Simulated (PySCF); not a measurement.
CH2NO, SMILES [NH]C=O, multiplicity 2.

Geometry: PBE0-D3(BJ)/def2-TZVP. A frequency run showed that this geometry is not a minimum. The isomer is the one that the SMILES or the coordinates give; other isomers of the formula were not compared. The values are those of a single conformer.

The numbers are results of SMD-M06-2X/6-31G* in PySCF, not measurements.

Solvation free energies are E(SMD) − E(gas) at the gas-phase geometry, for 1 M in both phases. In vacuum the dipole moment is 0.62 D.

| solvent | ΔG(solv) (kcal/mol) | its non-electrostatic (CDS) part | dipole (D) |
|---|---|---|---|
| water | -4.7 | 2.3 | 1.04 |
| cyclohexanone | ___ | ___ | ___ |
| n-hexane | -1.4 | 0.5 | 0.67 |

### Question
Some entries are withheld; supply them. (An estimate is asked for; the answer gives what the named calculation found.)

### Answer

- cyclohexanone, ΔG(solv) (kcal/mol): -4.0
- cyclohexanone, its non-electrostatic (CDS) part: 0.8
- cyclohexanone, dipole (D): 0.73
